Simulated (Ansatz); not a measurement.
## Worked example: C2H3Br + C2H2FI → C2H3I + C2H2BrF

Species: C2H3Br (vinyl bromide) `C=CBr`, singlet; C2H2FI `C=C(F)I`, singlet; C2H3I `C=CI`, singlet; C2H2BrF `C=C(F)Br`, singlet. The partners trade Br for I; both sit on C, so the bond types are kept.

Shapes, held fixed at every level: PBE0-D4/def2-TZVP. Programs: Ansatz 0.2.0. Electronic energies: no zero-point or thermal term.

At CCSD(T)/def2-TZVPP; 1 Eh = 2625.50 kJ/mol:

```
species   energy (Eh)
 C2H3Br  -2650.549247
 C2H2FI   -474.112677
  C2H3I   -374.980574
C2H2BrF  -2749.682253
```

Task: Work out ΔE of the reaction at this level.

Result: 
1. Products less reactants: (-374.980574) + (-2749.682253) − [(-2650.549247) + (-474.112677)] = -0.000903 Eh = -2.4 kJ/mol.

Other levels give -3.6 (CCSD(T)/def2-SVP) to -1.3 kJ/mol (PBE-D4/def2-TZVPP). No measured value is set beside it here. For atoms past krypton def2 sets carry core potentials with scalar relativity. Relativity is left out for Br unless named. Correlated rows may include outer-core shells of Br, I, which these sets cover unevenly.
